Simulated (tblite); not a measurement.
Isomers of C5H10Si. Computed values, GFN2-xTB/tblite, gas phase, harmonic and unscaled. The method is semi-empirical: single wavenumbers can be off by several per cent or more. Modes of hydrogen on silicon can be 10 to 20 % off. One conformer each.

Electronic energies: GFN2-xTB at the same geometries; isomer energies are rough at this level and their order can be wrong.

```json
{"SMILES": "C=C[SiH]1CCC1", "electronic energy, lowest = 0 (kcal/mol)": "10.4"}
{"SMILES": "C#CC[C@@H](C)[SiH3]", "electronic energy, lowest = 0 (kcal/mol)": "9.2"}
{"SMILES": "C[C@H]1C=C1C[SiH3]", "electronic energy, lowest = 0 (kcal/mol)": "19.9"}
{"SMILES": "C=C(C)[C@@H]1C[SiH2]1", "electronic energy, lowest = 0 (kcal/mol)": "12.1"}
{"SMILES": "C1CC1[SiH]1CC1", "electronic energy, lowest = 0 (kcal/mol)": "21.1"}
{"SMILES": "C=C/C=C(\\C)[SiH3]", "electronic energy, lowest = 0 (kcal/mol)": "0.0"}
{"SMILES": "C=C[C@@H]1[SiH2][C@H]1C", "electronic energy, lowest = 0 (kcal/mol)": "15.3"}
```

Q: How do GFN2-xTB zero-point energies change the relative energies?

A: 
| SMILES | ZPE (kcal/mol) | of it from modes above 1550 cm⁻¹ | electronic (kcal/mol) | with ZPE, lowest = 0 (kcal/mol) | lowest mode (cm⁻¹) | rings |
| --- | --- | --- | --- | --- | --- | --- |
| C=C/C=C(\C)[SiH3] | 78.3 | 44.9 | 0.0 | 0.0 | 72 | 0 |
| C#CC[C@@H](C)[SiH3] | 78.6 | 43.4 | 9.2 | 9.5 | 71 | 0 |
| C=C[SiH]1CCC1 | 82.5 | 44.5 | 10.4 | 14.6 | 51 | 1 |
| C=C(C)[C@@H]1C[SiH2]1 | 80.9 | 44.1 | 12.1 | 14.7 | 70 | 1 |
| C=C[C@@H]1[SiH2][C@H]1C | 80.8 | 44.0 | 15.3 | 17.8 | 90 | 1 |
| C[C@H]1C=C1C[SiH3] | 78.4 | 42.6 | 19.9 | 20.0 | 41 | 1 |
| C1CC1[SiH]1CC1 | 83.1 | 42.8 | 21.1 | 25.9 | 39 | 2 |

The zero-point energies span 4.8 kcal/mol, from `C=C/C=C(\C)[SiH3]` to `C1CC1[SiH]1CC1`. The order is unchanged.

Q: What do entropy and thermal enthalpy add at 298.15 K and 1 bar (rigid rotor, harmonic oscillator, one conformer each)?

A: 
| SMILES | point group | symmetry number | S (cal/(mol K)) | H − H(0) (kcal/mol) | ZPE + H − H(0) − TS (kcal/mol) |
| --- | --- | --- | --- | --- | --- |
| C#CC[C@@H](C)[SiH3] | C1 | 1 | 90.0 | 6.15 | 57.9 |
| C=C(C)[C@@H]1C[SiH2]1 | C1 | 1 | 85.1 | 5.52 | 61.0 |
| C=C[C@@H]1[SiH2][C@H]1C | C1 | 1 | 85.9 | 5.65 | 60.9 |
| C[C@H]1C=C1C[SiH3] | C1 | 1 | 90.6 | 6.01 | 57.4 |
| C1CC1[SiH]1CC1 | Cs | 1 | 85.4 | 5.28 | 62.9 |

Not tabulated: `C=C/C=C(\C)[SiH3]` (point group not settled); `C=C[SiH]1CCC1` (point group not settled).
